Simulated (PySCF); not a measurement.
Species: `C[SiH2]P[SiH2]CC(F)(F)F`. The columns A, B, C and D hold Mulliken, IAO, Hirshfeld and ESP-fitted charges (e) of one PBE0/pcSseg-1 density (PySCF), in a shuffled order. Coordinates in Å (GFN2-xTB); the density's dipole moment is (1.90, 0.80, 1.41) D.

| atom | x | y | z | A | B | C | D |
| --- | --- | --- | --- | --- | --- | --- | --- |
| C1 | 3.480 | 0.595 | 0.077 | -0.509 | -0.711 | -0.211 | -0.620 |
| Si2 | 2.360 | -0.378 | -1.105 | +0.576 | +0.596 | +0.295 | +0.444 |
| P3 | 0.401 | 0.714 | -1.199 | -0.449 | -0.229 | -0.073 | -0.384 |
| Si4 | -0.549 | 0.088 | 0.708 | +0.418 | +0.574 | +0.275 | +0.463 |
| C5 | -2.417 | 0.505 | 0.605 | -0.528 | -0.582 | -0.182 | -0.569 |
| C6 | -3.159 | -0.528 | -0.176 | +0.676 | +0.809 | +0.257 | +0.758 |
| F7 | -2.749 | -0.617 | -1.455 | -0.212 | -0.292 | -0.088 | -0.275 |
| F8 | -3.021 | -1.764 | 0.339 | -0.219 | -0.290 | -0.095 | -0.274 |
| F9 | -4.486 | -0.302 | -0.233 | -0.233 | -0.288 | -0.105 | -0.273 |
| H10 | 4.487 | 0.190 | 0.085 | +0.125 | +0.162 | +0.046 | +0.148 |
| H11 | 3.545 | 1.637 | -0.222 | +0.140 | +0.162 | +0.044 | +0.151 |
| H12 | 3.100 | 0.567 | 1.094 | +0.130 | +0.157 | +0.043 | +0.147 |
| H13 | 2.895 | -0.377 | -2.471 | -0.116 | -0.106 | -0.075 | -0.048 |
| H14 | 2.231 | -1.767 | -0.645 | -0.150 | -0.122 | -0.080 | -0.047 |
| H15 | -0.225 | -0.206 | -2.013 | +0.146 | +0.015 | -0.010 | +0.101 |
| H16 | -0.024 | 0.955 | 1.767 | -0.073 | -0.110 | -0.076 | -0.045 |
| H17 | -0.440 | -1.310 | 1.136 | -0.087 | -0.106 | -0.076 | -0.027 |
| H18 | -2.861 | 0.541 | 1.597 | +0.176 | +0.181 | +0.057 | +0.173 |
| H19 | -2.581 | 1.466 | 0.121 | +0.190 | +0.180 | +0.054 | +0.177 |

Question: Which column most likely holds the ESP-fitted charges?

Answer: A. Σ q r misses the density's dipole by 0.11 D (A), 1.24 D (C), 1.32 D (B), 1.72 D (D). Charges fitted to the outside potential are the only set here that is tied to the molecule's multipoles.

Question: And the Hirshfeld charges?

Answer: C. The mean sizes are 0.113 e (C), 0.270 e (D), 0.271 e (A), 0.298 e (B), and Hirshfeld charges are commonly the smallest of these schemes.

As computed, A = ESP-fitted, B = IAO, C = Hirshfeld, D = Mulliken. Hydrogens on carbon: ESP-fitted +0.12 to +0.19, IAO +0.16 to +0.18, Hirshfeld +0.04 to +0.06, Mulliken +0.15 to +0.18 e.

The Hirshfeld scheme weights the molecular density at each point by an atom's share of the summed free-atom densities. The IAO scheme projects the occupied orbitals on a minimal set of polarised atomic orbitals and counts the electrons in each atom's part of it.

Geometry: GFN2-xTB, one conformer, isolated molecule.

Shape of the structure used: `[CH3:1][SiH2:2][PH:3][SiH2:4][CH2:5][C:6]([F:7])([F:8])[F:9]`: C1–Si2–P3–Si4 -78°, Si2–P3–Si4–C5 -164°, P3–Si4–C5–C6 80°, Si4–C5–C6–F7 -62°.
